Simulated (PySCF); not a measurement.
PySCF 2.14 output of an unrestricted r2SCAN calculation on a single atom or ion in aug-cc-pVQZ with one added diffuse shell each of s, p, d, f, g type (7s6p5d4f3g, 105 functions), with no relativity, point nucleus:

```
SCF conv_tol = 1e-09
number electrons alpha = 2  beta = 1
    J. W. Furness, A. D. Kaplan, J. Ning, J. P. Perdew, and J. Sun.,  J. Phys. Chem. Lett. 11, 8208-8215 (2020)
    J. W. Furness, A. D. Kaplan, J. Ning, J. P. Perdew, and J. Sun.,  J. Phys. Chem. Lett. 11, 9248-9248 (2020)
    J. W. Furness, A. D. Kaplan, J. Ning, J. P. Perdew, and J. Sun.,  J. Phys. Chem. Lett. 11, 8208-8215 (2020)
    J. W. Furness, A. D. Kaplan, J. Ning, J. P. Perdew, and J. Sun.,  J. Phys. Chem. Lett. 11, 9248-9248 (2020)
cycle= 1 E= -22.5550827587656  delta_E= -0.00117  |g|= 0.00414  |ddm|= 0.139
cycle= 2 E= -22.5551027814994  delta_E= -2e-05  |g|= 0.000498  |ddm|= 0.0114
cycle= 3 E= -22.5551032524907  delta_E= -4.71e-07  |g|= 2.61e-05  |ddm|= 0.0017
cycle= 4 E= -22.5551032539849  delta_E= -1.49e-09  |g|= 1.66e-06  |ddm|= 9.49e-05
cycle= 5 E= -22.5551032539875  delta_E= -2.61e-12  |g|= 1.14e-07  |ddm|= 4.31e-06
converged SCF energy = -22.5551032539875  <S^2> = 0.75000049  2S+1 = 2.0000005
```

The run itself started from symmetry-adapted Hartree-Fock orbitals and held the occupation by maximum overlap, on a logarithmic radial grid, so the iterations belong to that start.

Q: Which element, charge and spin multiplicity is this?

A: B²⁺ (boron, charge +2), multiplicity 2; the state was [He] 3d1, 2D determinant (an excited configuration).

The outer electron is Rydberg-like, and this basis confines it to a smaller radius and binds it less than a complete one would.
